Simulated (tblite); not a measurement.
Question: Write Cartesian coordinates for `N#CC[C@@H]1C[SiH2]CCO1` as optimised with GFN2-xTB.

Answer: 
```
atom  x, y, z in Å
N1     4.0073    0.7816   -0.4388
C2     3.1696    0.0087   -0.3477
C3     2.0987   -0.9429   -0.2429
C4     0.7281   -0.2456   -0.3316
C5     0.4988    0.6892    0.8564
Si6   -1.2559    1.4203    0.7636
C7    -2.2870   -0.0767    0.1966
C8    -1.5046   -0.8794   -0.8439
O9    -0.2287   -1.2829   -0.4037
H10    2.1854   -1.6719   -1.0530
H11    2.1728   -1.4748    0.7089
H12    0.6919    0.3428   -1.2661
H13    0.6200    0.1138    1.7760
H14    1.2705    1.4586    0.8525
H15   -1.3027    2.4772   -0.2552
H16   -1.6944    1.9122    2.0703
H17   -2.5018   -0.7295    1.0435
H18   -3.2431    0.2149   -0.2360
H19   -2.0240   -1.8130   -1.0817
H20   -1.4062   -0.2918   -1.7702
```

Any rigid rotation of these coordinates is as good. Atoms count from 1 in this order. Si6 (SiH2 silicon) is distorted tetrahedral (angles from 102.2° to 111.6°). The C–C distances run from 1.436 Å (C2–C3, drawn single) to 1.540 Å (C3–C4, drawn single), a spread of 0.104 Å. The 6-membered ring C4–C5–Si6–C7–C8–O9 has internal angles of 102.2° to 114.8° (sum 663°, against 720° for a flat polygon); it is puckered, 0.24 Å rms from its mean plane, widest ring torsion 74°. Of the pairs four or more bonds apart, C2···H14 is among the closest relative to their van der Waals radii: 2.67 Å, 92 % of the sum of Bondi's values.

Bonds between heavy atoms (Å): N1≡C2 1.143, C2–C3 1.436, C3–C4 1.540, C4–C5 1.529, C5–Si6 1.903, Si6–C7 1.904, C7–C8 1.529, C8–O9 1.409, C4–O9 1.413.

The geometry is computed with GFN2-xTB (gas phase).

Point group: C1 (no symmetry element, even within 0.4 Å). Its GFN2-xTB frequencies are all real (lowest 51 cm⁻¹). The numbers are those of one conformer (C2–C3–C4–C5 -65°, C3–C4–C5–Si6 -176°, C4–C5–Si6–C7 40°, C5–Si6–C7–C8 -39°, Si6–C7–C8–O9 55°).
